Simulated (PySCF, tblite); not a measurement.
Species: C6H13FO2.
Cartesian coordinates in Å at the GFN2-xTB level; atoms count from 1:
```
atom  x, y, z in Å
C1    -1.8751    1.0247   -1.2550
O2    -1.5810   -0.2693   -0.7815
C3    -0.9699   -0.3269    0.4874
C4    -1.3309   -1.6718    1.1108
C5     0.5678   -0.1284    0.3741
C6     1.2093   -1.0671   -0.6384
F7     1.1222   -0.4313    1.6302
O8     0.7784    1.2199    0.1483
C9     2.1253    1.6494    0.0280
H10   -2.3444    0.8868   -2.2277
H11   -2.5722    1.5382   -0.5824
H12   -0.9735    1.6332   -1.3607
H13   -1.3373    0.4910    1.1258
H14   -1.1143   -2.4715    0.4087
H15   -2.3951   -1.6884    1.3276
H16   -0.7744   -1.8278    2.0296
H17    2.2861   -0.9231   -0.6601
H18    1.0013   -2.0929   -0.3521
H19    0.7845   -0.8718   -1.6185
H20    2.0958    2.7323    0.1297
H21    2.5434    1.3879   -0.9486
H22    2.7434    1.2260    0.8226
```

Computed, not measured: PBE0/pcSseg-1 in PySCF (dipole) on a GFN2-xTB geometry, gas phase.

Take the most abundant isotopes and a rigid rotor. The values belong to one conformer with, in the numbering `[CH3:1][O:2][C@@H:3]([CH3:4])[C@:5]([CH3:6])([F:7])[O:8][CH3:9]`, C1–O2–C3–C4 153°, O2–C3–C5–C6 -52°, C3–C5–O8–C9 179°.

(1) What are A, B and C (cm⁻¹)?

(2) What kind of rotor is it?

(3) What does the inertial defect say?

(4) Give the other two planar moments, Paa and Pbb, and the rms extents of the mass along the axes.

(5) Which lines would a microwave search look for?

(6) Estimate the classical rotational partition function at 10 K, 25 K and 50 K.

Answers

(1) Ia = 250.37, Ib = 361.34, Ic = 488.03 u·Å²; 505379 MHz·u·Å²/I gives 2019, 1399 and 1036 MHz, that is A = 0.06733, B = 0.04665, C = 0.03454 cm⁻¹.

(2) An asymmetric top. Ray's parameter κ = (2B − A − C)/(A − C) = -0.261; −1 is the prolate and +1 the oblate limit.

(3) Not planar: Δ = Ic − Ia − Ib = -123.68 u·Å². For a rigid frame Δ = −2 Σ m c², so Σ m c² = 61.84 u·Å² lies off the ab plane: 18.60 from hydrogen and 43.24 from heavier atoms. The atom farthest from that plane is 2.08 Å away.

(4) Paa = Σ m a² = (Ib + Ic − Ia)/2 = 299.50 and Pbb = Σ m b² = (Ia + Ic − Ib)/2 = 188.53 u·Å². With the mass M = 136.09 u, the rms extents √(P/M) along a, b and c are 1.48, 1.18, 0.67 Å.

(5) The dipole components are |μa| = 0.86 D, |μb| = 1.21 D, |μc| = 0.52 D. The squared components, which scale the intensities, stand as 0.50 : 1.00 : 0.19 (a : b : c). Some lines, for components of 0.1 D or more:

```json
{"type": "a", "branch": "Q", "J(Ka,Kc)": "1(1,0) ← 1(1,1)", "MHz": "363", "lower level (cm⁻¹)": "0.102"}
{"type": "c", "branch": "Q", "J(Ka,Kc)": "2(1,2) ← 2(0,2)", "MHz": "376", "lower level (cm⁻¹)": "0.240"}
{"type": "c", "branch": "Q", "J(Ka,Kc)": "1(1,1) ← 1(0,1)", "MHz": "620", "lower level (cm⁻¹)": "0.081"}
{"type": "b", "branch": "Q", "J(Ka,Kc)": "1(1,0) ← 1(0,1)", "MHz": "983", "lower level (cm⁻¹)": "0.081"}
{"type": "a", "branch": "Q", "J(Ka,Kc)": "2(1,1) ← 2(1,2)", "MHz": "1089", "lower level (cm⁻¹)": "0.252"}
{"type": "b", "branch": "Q", "J(Ka,Kc)": "2(1,1) ← 2(0,2)", "MHz": "1465", "lower level (cm⁻¹)": "0.240"}
{"type": "c", "branch": "Q", "J(Ka,Kc)": "2(2,1) ← 2(1,1)", "MHz": "1860", "lower level (cm⁻¹)": "0.288"}
{"type": "b", "branch": "Q", "J(Ka,Kc)": "2(2,0) ← 2(1,1)", "MHz": "1979", "lower level (cm⁻¹)": "0.288"}
{"type": "a", "branch": "R", "J(Ka,Kc)": "1(0,1) ← 0(0,0)", "MHz": "2434", "lower level (cm⁻¹)": "0.000"}
{"type": "b", "branch": "Q", "J(Ka,Kc)": "2(2,1) ← 2(1,2)", "MHz": "2949", "lower level (cm⁻¹)": "0.252"}
{"type": "b", "branch": "R", "J(Ka,Kc)": "1(1,1) ← 0(0,0)", "MHz": "3054", "lower level (cm⁻¹)": "0.000"}
{"type": "c", "branch": "R", "J(Ka,Kc)": "1(1,0) ← 0(0,0)", "MHz": "3417", "lower level (cm⁻¹)": "0.000"}
{"type": "b", "branch": "R", "J(Ka,Kc)": "2(0,2) ← 1(1,1)", "MHz": "4129", "lower level (cm⁻¹)": "0.102"}
{"type": "a", "branch": "R", "J(Ka,Kc)": "2(1,2) ← 1(1,1)", "MHz": "4505", "lower level (cm⁻¹)": "0.102"}
{"type": "a", "branch": "R", "J(Ka,Kc)": "2(0,2) ← 1(0,1)", "MHz": "4749", "lower level (cm⁻¹)": "0.081"}
{"type": "b", "branch": "R", "J(Ka,Kc)": "2(1,2) ← 1(0,1)", "MHz": "5125", "lower level (cm⁻¹)": "0.081"}
{"type": "a", "branch": "R", "J(Ka,Kc)": "2(1,1) ← 1(1,0)", "MHz": "5231", "lower level (cm⁻¹)": "0.114"}
{"type": "c", "branch": "R", "J(Ka,Kc)": "2(1,1) ← 1(0,1)", "MHz": "6214", "lower level (cm⁻¹)": "0.081"}
{"type": "b", "branch": "R", "J(Ka,Kc)": "2(2,1) ← 1(1,0)", "MHz": "7091", "lower level (cm⁻¹)": "0.114"}
{"type": "c", "branch": "R", "J(Ka,Kc)": "2(2,0) ← 1(1,0)", "MHz": "7210", "lower level (cm⁻¹)": "0.114"}
{"type": "c", "branch": "R", "J(Ka,Kc)": "2(2,1) ← 1(1,1)", "MHz": "7454", "lower level (cm⁻¹)": "0.102"}
{"type": "b", "branch": "R", "J(Ka,Kc)": "2(2,0) ← 1(1,1)", "MHz": "7573", "lower level (cm⁻¹)": "0.102"}
```

(6) Point group C1, symmetry number σ = 1; q = (√π/σ)·√((kT/h)³/(ABC)), k/h = 20836.6 MHz/K: 3120 at 10 K, 12300 at 25 K, 34900 at 50 K.

Its GFN2-xTB frequencies are all real (lowest 42 cm⁻¹). Constants of a rigid frame at the computed geometry: no zero-point averaging, no centrifugal distortion. A rigid rotor knows nothing of internal rotation, which can split or shift real lines.
